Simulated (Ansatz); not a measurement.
Tuning the range parameter of LC-ωPBE so that −HOMO meets the ionisation energy; basis def2-TZVP, Ansatz. System: GeF2H2 (GeH2F2). Total charge 0; singlet. Geometry: r2SCAN-D4/def2-TZVP. The ionised state is a doublet.

Geometry of the singlet:

Cartesian coordinates in Å:
```
Ge -0.014 0.084 0.077
F 1.084 0.052 -1.253
F -0.847 -1.425 -0.009
H -1.028 1.195 -0.177
H 0.805 0.095 1.363
```

```json
{"ω (1/bohr)": "0.15", "HOMO (eV)": "-10.59", "LUMO (eV)": "1.03", "vertical IE (eV)": "12.18", "HOMO + IE (eV)": "1.59"}
{"ω (1/bohr)": "0.2", "HOMO (eV)": "-11.16", "LUMO (eV)": "1.45", "vertical IE (eV)": "12.32", "HOMO + IE (eV)": "1.16"}
{"ω (1/bohr)": "0.3", "HOMO (eV)": "-12.10", "LUMO (eV)": "1.98", "vertical IE (eV)": "12.67", "HOMO + IE (eV)": "0.57"}
```

**Question.** Estimate the row for 0.1 bohr⁻¹.

**Answer.** 
```csv
ω (1/bohr),HOMO (eV),LUMO (eV),vertical IE (eV),HOMO + IE (eV)
0.1,-9.94,0.49,12.09,2.15
```

**Question.** Where does the tuning condition hold?

**Answer.** Not within the range that was run.
